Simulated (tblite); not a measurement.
C₄H₉ClOSi.
Z-matrix (Å and degrees, GFN2-xTB geometry), rows numbered from 1:
```
Cl
C   1  1.7721
C   2  1.5235  1  110.46
C   3  1.5329  2  113.23  1   -65.19
C   4  1.5284  3  107.32  2  -156.32
Si  5  1.9064  4  101.59  3    32.69
O   3  1.4091  2  107.30  1   174.29
H   2  1.0900  1  107.82  3   120.60
H   2  1.0906  1  107.91  3  -120.97
H   3  1.0988  2  109.08  1    57.47
H   4  1.0900  3  110.50  2    80.34
H   4  1.0922  3  108.32  2   -38.25
H   5  1.0867  4  111.01  3   156.46
H   5  1.0903  4  110.10  3   -84.94
H   6  1.4584  5  114.52  4    93.53
H   6  1.4583  5  113.96  4  -132.19
```

All values are computed: GFN2-xTB (tblite) harmonic vibrations without scaling, gas phase. Errors from tens to a few hundred cm⁻¹ against measured bands are possible. Modes of hydrogen on silicon can be 10 to 20 % off. One conformer, not necessarily the lowest.

Harmonic wavenumbers (cm⁻¹): 54.1, 93.2, 151.1, 180.7, 302.5, 413.2, 440.9, 486.9, 551.0, 576.6, 667.1, 721.6, 744.8, 783.6, 792.9, 838.3, 859.4, 925.0, 980.6, 1045.0, 1073.8, 1085.6, 1114.7, 1166.0, 1188.0, 1229.1, 1263.1, 1285.6, 1306.5, 1339.5, 1441.0, 1476.6, 1491.0, 2293.3, 2311.2, 2884.6, 2971.4, 2980.5, 2987.3, 2988.8, 2998.3, 3027.6.

A = 4839, B = 911.0, C = 800.8 MHz; mass 136.011 u (most abundant isotopes); point group C1, symmetry number 1.

Question: What is the zero-point energy?

Answer: Half the sum of the wavenumbers: 26756 cm⁻¹ = 76.50 kcal/mol.

Question: Give the ideal-gas entropy at 200 K and 1 bar in the rigid-rotor, harmonic-oscillator model (classical rotation).

Answer: Translation 38.68, rotation 27.71, vibration 12.88: S = 79.3 cal/(mol K).

Question: And Cp and H(200 K) − H(0)?

Answer: Cp = 22.88 cal/(mol K), of which vibrations give 14.93 (their classical limit is 42 R = 83.5); H(200 K) − H(0) = 3.02 kcal/mol without the zero-point energy, 1.43 from vibrations.

Question: What must be added to the electronic energy to get the Gibbs energy at 200 K and 1 bar?

Answer: ZPE + [H(200 K) − H(0)] − T·S = 76.50 + 3.02 − 15.85 = 63.67 kcal/mol.

Question: Which modes carry the vibrational entropy at 200 K?

Answer: 54.1 cm⁻¹: 3.88; 93.2 cm⁻¹: 2.82; 151.1 cm⁻¹: 1.92; 180.7 cm⁻¹: 1.60; 302.5 cm⁻¹: 0.79; 413.2 cm⁻¹: 0.42 cal/(mol K); the other 36 give 1.45 together.

Question: How do the functions run with temperature in this model?

Answer: 
| T (K) | S (cal/(mol K)) | Cp (cal/(mol K)) | H − H(0) (kcal/mol) | G − H(0) (kcal/mol) | ln q(vib) |
| --- | --- | --- | --- | --- | --- |
| 50 | 57.4 | 11.5 | 0.47 | -2.40 | 0.33 |
| 100 | 66.6 | 15.1 | 1.14 | -5.52 | 1.13 |
| 298.15 | 90.1 | 32.1 | 5.71 | -21.16 | 4.70 |
| 373.15 | 98.1 | 38.9 | 8.38 | -28.21 | 6.14 |
| 500 | 110.9 | 48.6 | 13.96 | -41.47 | 8.67 |
| 750 | 133.3 | 61.7 | 27.88 | -72.07 | 13.66 |
| 1000 | 152.2 | 70.0 | 44.42 | -107.82 | 18.41 |

q(vib) and H(0) count from the zero-point level.

Question: Blend soft modes into free rotors: weight 1/[1 + (100 cm⁻¹/ν̃)⁴] for the oscillator and the rest for a rotor with moment μB/(μ + B), μ = h/(8π²ν), B = 10⁻⁴⁴ kg m². What vibrational entropy results?

Answer: 12.03 cal/(mol K) in place of 12.88, which changes −T·S at 200 K by +0.17 kcal/mol.

Hindered rotation and anharmonicity are outside this model. Other conformers, if any are populated, would add a mixing term that is left out. The structure is chiral; the term R ln 2 for an equal mix with its mirror image is left out.

Hardware: one thread, Intel Xeon at 2.50 GHz (x86_64), shared host. Cost: 1.8 s. The figure is for the frequency step alone.
